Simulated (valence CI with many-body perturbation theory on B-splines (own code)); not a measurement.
## A CI+MBPT run for Pr³⁷⁺

Calculated by configuration interaction combined with many-body perturbation theory (CI+MBPT): four valence electrons over a frozen Dirac-Fock core [Ar], a basis of 5 s, 5 p, 3 d, 3 f functions for each j, with the one-electron correlation potential Σ1 (screened to all orders), the two-electron term Σ2, the three-electron term Σ3, Breit, model QED; selected single and double excitations, second order for the rest, scaled by the run's own slope (own B-spline code, finite nucleus).

Command, and the settings that its task file holds:

```sh
python run_cv.py task.json out
```

```
atom Pr  Z=59  mass_number=141  rms_radius_fm=4.8919
core [Ar]
valence 3d4
avg = 1
basis = S
breit = 1
cap = 10000
capref = 1200
cscale = 1
de = 0.0
dress = 0
eps = 2e-08
extrap = 1
h = 0.27
hh = 1
l2 = 3
lcore = 6
maxit = 60
n2 = 5
natural = 0
nlev = 21
nno = [2, 2, 1, 1, 0]
nroot = 26
nsp = [3, 3, 2, 2, 0]
pt2 = 1
qed = 1
rpa = 1
s1 = 1
s2 = 1
s3 = 1
screen = 1
tol = 2e-05
whole = 1
```

It took 15 s on 1 thread of Intel(R) Xeon(R) Platinum 8488C (Sapphire Rapids) (shared host).

Log. The first blocks belong to the next ion, which gives the ionisation energy. Fields: 2J, parity (1 odd), roots, reference size, generating configurations, candidates as configurations/state functions, variational space P, stored matrix elements, Davidson steps; e2 is the range of second-order energies in hartree. The first line gives the box (bohr), its intervals, the orbitals and the steps of their self-consistent field. Window is the range of levels sought, series limit the energy at which the first omitted orbital would enter, core excitation an estimate of the first excitation out of the core, left out the lowest levels not solved, and shifts from estimates the range by which levels moved from their first estimate, all in cm⁻¹.

```
rmax 3.0 intervals 57 orbitals 27 references ['3d4', '3d3 4s', '3d3 4p'] scf 4 t 0.8
2J=3 par=0 roots 2 ref 27 generators 4 cand 306/706 P 322/733 nnz 0 it 0
2J=3 par=0 roots 2 ref 27 generators 4 cand 61/132 P 383/865 nnz 0 it 0
   second order: generators 7 cand 343/768 e2 -0.00000 -0.00000
2J=5 par=0 roots 2 ref 29 generators 3 cand 287/751 P 302/780 nnz 0 it 0
2J=5 par=0 roots 2 ref 29 generators 3 cand 80/193 P 382/973 nnz 0 it 0
   second order: generators 6 cand 342/868 e2 -0.00000 -0.00000
2J=7 par=0 roots 2 ref 22 generators 2 cand 286/739 P 298/761 nnz 0 it 0
2J=7 par=0 roots 2 ref 22 generators 2 cand 38/71 P 336/832 nnz 0 it 0
   second order: generators 6 cand 316/763 e2 -0.00000 -0.00000
reference levels 556, estimated 32, window 612772 1/cm; series limit 14292531, core excitation 1771321
2J=0 par=0 roots 3 ref 17 generators 4 cand 91/143 P 546/917 nnz 0 it 0
   second order: generators 4 cand 0/0 e2 -0.00000 -0.00000
2J=2 par=0 roots 4 ref 36 generators 3 cand 128/525 P 467/1953 nnz 0 it 3
2J=2 par=0 roots 4 ref 36 generators 3 cand 95/372 P 562/2325 nnz 0 it 3
   second order: generators 4 cand 362/2451 e2 -0.00000 -0.00000
2J=4 par=0 roots 6 ref 51 generators 4 cand 165/879 P 541/3077 nnz 2.2e+06 it 3
2J=4 par=0 roots 6 ref 51 generators 4 cand 42/233 P 583/3310 nnz 2.5e+06 it 3
   second order: generators 6 cand 706/6220 e2 -0.00000 -0.00000
2J=8 par=0 roots 6 ref 42 generators 4 cand 167/849 P 534/2976 nnz 2.2e+06 it 3
2J=8 par=0 roots 6 ref 42 generators 4 cand 12/44 P 546/3020 nnz 2.3e+06 it 3
   second order: generators 5 cand 362/3505 e2 -0.00000 -0.00000
2J=6 par=0 roots 5 ref 49 generators 3 cand 130/797 P 442/2817 nnz 2e+06 it 3
2J=6 par=0 roots 5 ref 49 generators 3 cand 115/577 P 557/3394 nnz 2.8e+06 it 3
   second order: generators 3 cand 0/0 e2 -0.00000 -0.00000
2J=10 par=0 roots 2 ref 25 generators 2 cand 140/602 P 403/1991 nnz 0 it 3
2J=10 par=0 roots 2 ref 25 generators 2 cand 57/178 P 460/2169 nnz 0 it 4
   second order: generators 2 cand 20/20 e2 -0.00000 -0.00000
2J=12 par=0 roots 2 ref 14 generators 2 cand 114/333 P 376/1391 nnz 0 it 3
2J=12 par=0 roots 2 ref 14 generators 2 cand 18/24 P 394/1415 nnz 0 it 4
   second order: generators 2 cand 0/0 e2 -0.00000 -0.00000
left out: unestimated 910055, estimated 756471, shifts from estimates -0 to 0
operators 1.6
```

The Davidson iterations converged. The settings are bad on purpose, so the numbers may not be properties of the ion.

No measured spectrum was set against this ion. As an estimate, large intervals hold to a few tenths of a per cent, small ones and those within an open d or f shell to about a per cent. Only levels of the ground parity were solved; by the run's estimate the other parity begins above the list, which can be wrong where configurations are misplaced.

- Valence energy: -409.3003 hartree
- Ionisation energy: 2627.9 eV (NIST: 2628 ± 4 eV (theoretical))
- Reference configurations for the orbitals: 3d4, 3d3 4s, 3d3 4p
- Radial orbitals: 27
- Box radius: 3.016 bohr
- Largest variational space: 3394
- Lowest levels: (3d3/2^4) J=0 0, (3d3/2^3 3d5/2) J=1 142260, (3d3/2^3 3d5/2) J=2 210650, (3d3/2^3 3d5/2) J=4 218340, (3d3/2^3 3d5/2) J=3 237490, (3d3/2^2 3d5/2^2) J=0 342640, (3d3/2^2 3d5/2^2) J=4 [a] 358050, (3d3/2^2 3d5/2^2) J=2 [a] 367150, (3d3/2^2 3d5/2^2) J=3 [a] 374330, (3d3/2^2 3d5/2^2) J=5 399750, (3d3/2^2 3d5/2^2) J=1 416490, (3d3/2^2 3d5/2^2) J=6 418030, (3d3/2^2 3d5/2^2) J=4 [b] 445940, (3d3/2^2 3d5/2^2) J=3 [b] 452630 cm⁻¹

Levels are named by their leading jj configuration (3d3/2^4 stands for four electrons in 3d with j = 3/2), which in mixed levels can hold well under half, so a name can repeat and another be missing. Letters in brackets count levels of one name in rising energy.
